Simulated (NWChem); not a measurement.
System: InH₂Cl; SMILES [Cl][InH2]

Input file for NWChem:

```
start job
memory heap 200 mb stack 900 mb global 1100 mb
geometry units angstroms noautoz
  In     0.000000     0.000000     0.666886
  H      0.000000    -1.581653     1.330331
  H      0.000000     1.581653     1.330331
  Cl     0.000000     0.000000    -1.699832
end
basis spherical
  * library def2-svp
end
ecp
  In library def2-ecp
end
dft
  xc xwpbe 1.00 cpbe96 1.0 hfexch 1.00
  cam 0.05 cam_alpha 0.0 cam_beta 1.0
  iterations 150
  vectors input atomic output neutral.movecs
end
task dft energy
charge 1
dft
  odft
  mult 2
  vectors input atomic output cation.movecs
end
task dft energy
```

Output (shortened):

```
             Northwest Computational Chemistry Package (NWChem) 7.3.0
             --------------------------------------------------------

 C2V symmetry detected

                             Geometry "geometry" -> ""
                             -------------------------

 Output coordinates in angstroms (scale by  1.889725989 to convert to a.u.)

  No.       Tag          Charge          X              Y              Z
 ---- ---------------- ---------- -------------- -------------- --------------
    1 In                  49.0000     0.00000000     0.00000000     0.57216641
    2 H                    1.0000     0.00000000    -1.58165300     1.23561141
    3 H                    1.0000     0.00000000     1.58165300     1.23561141
    4 Cl                  17.0000     0.00000000     0.00000000    -1.79455159

 Effective nuclear repulsion energy (a.u.)     221.9182775620

      Symmetry information
      --------------------

 Group name             C2v
 Group number             16
 Group order               4
 No. of unique centers     3

 Summary of "ao basis" -> "ao basis" (spherical)
 ------------------------------------------------------------------------------
       Tag                 Description            Shells   Functions and Types
 ---------------- ------------------------------  ------  ---------------------
 In                         def2-svp                10       26   4s4p2d
 H                          def2-svp                 3        5   2s1p
 Cl                         def2-svp                 8       18   4s3p1d

      Symmetry analysis of basis
      --------------------------

        a1         25
        a2          4
        b1         11
        b2         14

            General Information
            -------------------
          SCF calculation type: DFT
          Wavefunction type:  closed shell.
          No. of atoms     :     4
          No. of electrons :    40
           Alpha electrons :    20
            Beta electrons :    20
          Charge           :     0
          Spin multiplicity:     1
          Use of symmetry is: on ; symmetry adaption is: on
          Maximum number of iterations: 150
          AO basis - number of functions:    54
                     number of shells:    24
          Convergence on energy requested:  1.00D-06
          Convergence on density requested:  1.00D-05
          Convergence on gradient requested:  5.00D-04

              XC Information
              --------------
                     Hartree-Fock (Exact) Exchange  1.000
                     LC-wPBE(h)Exchange Functional  1.000
            Perdew 1991 LDA Correlation Functional  1.000 local
           PerdewBurkeErnz. Correlation Functional  1.000 non-local

           Range-Separation Parameters
           ---------------------------
           Alpha           :  0.00
           Beta            :  1.00
           Gamma           :  0.05
           Short-Range HF  :     F

             Grid Information
             ----------------
          Grid used for XC integration:  medium
          Radial quadrature: Mura-Knowles
          Angular quadrature: Lebedev.
          Tag              B.-S. Rad. Rad. Pts. Rad. Cut. Ang. Pts.
          ---              ---------- --------- --------- ---------
          In                  1.55      123           8.0       590
          H                   0.35       45          10.0       434
          Cl                  1.00       88          10.0       590
          Grid pruning is: on
          Number of quadrature shells:   256
          Spatial weights used:  Erf1

      Superposition of Atomic Density Guess
      -------------------------------------

 Sum of atomic energies:        -678.37237911

      Non-variational initial energy
      ------------------------------

 Total energy =    -649.614909
 1-e energy   =   -1166.534184
 2-e energy   =     418.708006
 HOMO         =      -0.335931
 LUMO         =      -0.005966

      Symmetry analysis of molecular orbitals - initial
      -------------------------------------------------

  Numbering of irreducible representations:

     1 a1          2 a2          3 b1          4 b2

  Orbital symmetries:

     1 a1          2 a1          3 a1          4 b2          5 b1
     6 a1          7 b2          8 a1          9 b1         10 a1
    11 a1         12 b2         13 a2         14 b1         15 a1
    16 a1         17 b2         18 b1         19 a1         20 b2
    21 b1         22 a1         23 a1         24 b2         25 a1
    26 b1         27 b2         28 a1         29 a2         30 b1

   convergence    iter        energy       DeltaE   RMS-Dens  Diis-err
 ---------------- ----- ----------------- --------- --------- ---------
 d= 0,ls=0.0,diis     1   -651.1681966099 -7.49D+02  2.49D-02  2.72D-01
 d= 0,ls=0.0,diis     2   -651.1453754213  2.28D-02  1.38D-02  4.03D-01
 d= 0,ls=0.0,diis     3   -651.2119046434 -6.65D-02  2.30D-03  1.84D-02
 d= 0,ls=0.0,diis     4   -651.2145232803 -2.62D-03  3.70D-04  3.29D-04
 d= 0,ls=0.0,diis     5   -651.2145703873 -4.71D-05  8.71D-05  3.14D-05
  Resetting Diis
 d= 0,ls=0.0,diis     6   -651.2145746507 -4.26D-06  2.03D-05  1.17D-06
 d= 0,ls=0.0,diis     7   -651.2145748118 -1.61D-07  9.99D-06  6.14D-08

         Total DFT energy =     -651.214574811807
      One electron energy =    -1167.325044697168
           Coulomb energy =      463.384496430135
    Exchange-Corr. energy =      -45.485295744149
 Nuclear repulsion energy =       98.211269199375

 Numeric. integr. density =       39.999988189693

                  Occupations of the irreducible representations
                  ----------------------------------------------

                     irrep           alpha         beta
                     --------     --------     --------
                     a1               10.0         10.0
                     a2                1.0          1.0
                     b1                4.0          4.0
                     b2                5.0          5.0

                       DFT Final Molecular Orbital Analysis
                       ------------------------------------

 Vector   18  Occ=2.000000D+00  E=-3.158079D-01  Symmetry=a1
              MO Center= -3.9D-16,  2.2D-14, -8.3D-01, r^2= 3.6D+00
   Bfn.  Coefficient  Atom+Function         Bfn.  Coefficient  Atom+Function
  ----- ------------  ---------------      ----- ------------  ---------------
    49      0.491554  4 Cl pz                46      0.390317  4 Cl pz
    13     -0.287800  1 In pz                43      0.228839  4 Cl pz
    27     -0.151097  2 H  s                 32     -0.151097  3 H  s
    19     -0.141251  1 In d  0              10      0.093686  1 In pz
    28     -0.092639  2 H  s                 33     -0.092639  3 H  s

 Vector   19  Occ=2.000000D+00  E=-2.899443D-01  Symmetry=b1
              MO Center= -1.9D-14, -3.2D-18, -1.6D+00, r^2= 1.5D+00
   Bfn.  Coefficient  Atom+Function         Bfn.  Coefficient  Atom+Function
  ----- ------------  ---------------      ----- ------------  ---------------
    47      0.621099  4 Cl px                44      0.456117  4 Cl px
    41      0.268046  4 Cl px                11      0.122116  1 In px
    14      0.093244  1 In px                20     -0.074138  1 In d  1
    25      0.040196  1 In d  1               8     -0.036781  1 In px
     5     -0.034196  1 In px

 Vector   20  Occ=2.000000D+00  E=-2.728556D-01  Symmetry=b2
              MO Center= -5.0D-16, -2.9D-16, -1.2D+00, r^2= 2.9D+00
   Bfn.  Coefficient  Atom+Function         Bfn.  Coefficient  Atom+Function
  ----- ------------  ---------------      ----- ------------  ---------------
    48      0.589337  4 Cl py                45      0.430747  4 Cl py
    42      0.252144  4 Cl py                28      0.178974  2 H  s
    33     -0.178974  3 H  s                 27      0.154886  2 H  s
    32     -0.154886  3 H  s                 18      0.135733  1 In d -1
    12     -0.094846  1 In py                15      0.071972  1 In py

 Vector   21  Occ=0.000000D+00  E=-6.853973D-02  Symmetry=b1
              MO Center=  2.1D-14, -8.8D-16,  5.2D-01, r^2= 4.2D+00
   Bfn.  Coefficient  Atom+Function         Bfn.  Coefficient  Atom+Function
  ----- ------------  ---------------      ----- ------------  ---------------
    11      0.605085  1 In px                14      0.525776  1 In px
    47     -0.247343  4 Cl px                 8     -0.158575  1 In px
     5     -0.146067  1 In px                44     -0.145860  4 Cl px
    41     -0.084190  4 Cl px                20      0.030123  1 In d  1
    25     -0.028813  1 In d  1              53     -0.026442  4 Cl d  1

 Vector   22  Occ=0.000000D+00  E=-2.460443D-02  Symmetry=a1
              MO Center= -7.0D-16, -4.2D-15,  3.4D-01, r^2= 4.4D+00
   Bfn.  Coefficient  Atom+Function         Bfn.  Coefficient  Atom+Function
  ----- ------------  ---------------      ----- ------------  ---------------
     4      0.774120  1 In s                  3      0.720801  1 In s
    28     -0.544472  2 H  s                 33     -0.544472  3 H  s
    49     -0.399605  4 Cl pz                 1     -0.345542  1 In s
    40     -0.301189  4 Cl s                 16     -0.246997  1 In pz
    27     -0.244815  2 H  s                 32     -0.244815  3 H  s

 Vector   23  Occ=0.000000D+00  E= 1.995578D-02  Symmetry=a1
              MO Center=  8.7D-15, -8.6D-15,  1.3D+00, r^2= 5.3D+00
   Bfn.  Coefficient  Atom+Function         Bfn.  Coefficient  Atom+Function
  ----- ------------  ---------------      ----- ------------  ---------------
    16      0.975635  1 In pz                28     -0.590373  2 H  s
    33     -0.590373  3 H  s                  4      0.557673  1 In s
    13      0.383950  1 In pz                40      0.361868  4 Cl s
    49      0.187974  4 Cl pz                27     -0.154204  2 H  s
    32     -0.154204  3 H  s                 19     -0.129810  1 In d  0

     Multipole analysis of the density
     ---------------------------------

     L   x y z        total         alpha         beta         nuclear
     -   - - -        -----         -----         ----         -------
     0   0 0 0     -0.000000    -20.000000    -20.000000     40.000000

     1   1 0 0      0.000000      0.000000      0.000000      0.000000
     1   0 1 0     -0.000000     -0.000000     -0.000000      0.000000
     1   0 0 1      0.996218     15.635437     15.635437    -30.274657

     2   2 0 0    -25.442750    -12.721375    -12.721375      0.000000
     2   1 1 0     -0.000000     -0.000000     -0.000000      0.000000
     2   1 0 1     -0.000000     -0.000000     -0.000000      0.000000
     2   0 2 0    -29.051117    -23.459027    -23.459027     17.866936
     2   0 1 1      0.000000      0.000000      0.000000      0.000000
     2   0 0 2    -30.069188   -130.514592   -130.514592    230.959996

                                 NWChem DFT Module
                                 -----------------

      Symmetry analysis of basis
      --------------------------

        a1         25
        a2          4
        b1         11
        b2         14

            General Information
            -------------------
          SCF calculation type: DFT
          Wavefunction type:  spin polarized.
          No. of atoms     :     4
          No. of electrons :    39
           Alpha electrons :    20
            Beta electrons :    19
          Charge           :     1
          Spin multiplicity:     2
          Use of symmetry is: on ; symmetry adaption is: on
          Maximum number of iterations: 150
          This is a Direct SCF calculation.
          AO basis - number of functions:    54
                     number of shells:    24
          Convergence on energy requested:  1.00D-06
          Convergence on density requested:  1.00D-05
          Convergence on gradient requested:  5.00D-04

              XC Information
              --------------
                     Hartree-Fock (Exact) Exchange  1.000
                     LC-wPBE(h)Exchange Functional  1.000
            Perdew 1991 LDA Correlation Functional  1.000 local
           PerdewBurkeErnz. Correlation Functional  1.000 non-local

           Range-Separation Parameters
           ---------------------------
           Alpha           :  0.00
           Beta            :  1.00
           Gamma           :  0.05
           Short-Range HF  :     F

             Grid Information
             ----------------
          Grid used for XC integration:  medium
          Radial quadrature: Mura-Knowles
          Angular quadrature: Lebedev.
          Tag              B.-S. Rad. Rad. Pts. Rad. Cut. Ang. Pts.
          ---              ---------- --------- --------- ---------
          In                  1.55      123           8.0       590
          H                   0.35       45          10.0       434
          Cl                  1.00       88          10.0       590
          Grid pruning is: on
          Number of quadrature shells:   256
          Spatial weights used:  Erf1

      Superposition of Atomic Density Guess
      -------------------------------------

 Sum of atomic energies:        -678.37237911

 Renormalizing density from      40.00 to     39

      Non-variational initial energy
      ------------------------------

 Total energy =    -641.125262
 1-e energy   =   -1137.370829
 2-e energy   =     398.034298
 HOMO         =      -0.590935
 LUMO         =      -0.258895

   Symmetry analysis of molecular orbitals - initial alpha
   -------------------------------------------------------

  Numbering of irreducible representations:

     1 a1          2 a2          3 b1          4 b2

  Orbital symmetries:

     1 a1          2 a1          3 a1          4 b2          5 b1
     6 a1          7 b2          8 a1          9 b1         10 a1
    11 b2         12 a1         13 b1         14 a2         15 a1
    16 a1         17 b2         18 b1         19 a1         20 b2
    21 b1         22 a1         23 a1         24 b2         25 a1
    26 b2         27 a1         28 b1         29 a2         30 b1

   Symmetry analysis of molecular orbitals - initial beta
   ------------------------------------------------------

  Numbering of irreducible representations:

     1 a1          2 a2          3 b1          4 b2

  Orbital symmetries:

     1 a1          2 a1          3 a1          4 b2          5 b1
     6 a1          7 b2          8 a1          9 b1         10 a1
    11 b2         12 a1         13 b1         14 a2         15 a1
    16 a1         17 b2         18 b1         19 a1         20 b2
    21 b1         22 a1         23 a1         24 b2         25 a1
    26 b2         27 a1         28 b1         29 a2         30 b1

[...]
```

Level: LC-wPBE (HJS exchange hole, range parameter 0.05 per bohr)/def2-SVP with def2 effective core potentials on In, vertical spin-unrestricted ions. Coordinates come from a PBE0/def2-SVP optimisation. def2 effective core potentials on In; no spin-orbit coupling.
